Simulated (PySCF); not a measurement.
## Cr¹¹⁺: ionisation energy

Cr¹¹⁺ [Ne] 3s2 3p1 (2P) → Cr¹²⁺ [Ne] 3s2 (1S), as a difference of total energies. All numbers are calculated (PySCF 2.14, no relativity, point nucleus, in an uncontracted even-tempered set (17 s from 0.49 bohr⁻², ratio 2.5; 11 p from 0.64 bohr⁻², ratio 2.5; 5 d from 3.8 bohr⁻², ratio 2.7; 4 f from 5.7 bohr⁻², ratio 2.7)). Correlated levels: outer shells: 1s2 frozen; virtual orbitals above 40 to 60 times the deepest correlated orbital energy dropped. The calculations carry no spin-orbit coupling.

| method | ionisation energy (eV) |
| --- | --- |
| UHF | 295.69 |
| MP2 (outer shells) | 296.22 |
| SCS-MP2 (outer shells) | 296.15 |
| CCSD (outer shells) | 296.28 |
| CCSD(T) (outer shells) | 296.29 |

How much does correlation contribute at CCSD(T) (outer shells)?

296.29 − (295.69) = 0.60 eV, measured against UHF.

A first-order spin-orbit estimate (lowest level to lowest level, LS coupling) adds 0.930 eV.

These non-relativistic numbers lack the scalar-relativistic shift.

For comparison: 296.7 ± 0.6 eV (semi-empirical (NIST evaluation); NIST Atomic Spectra Database, ionization energies).
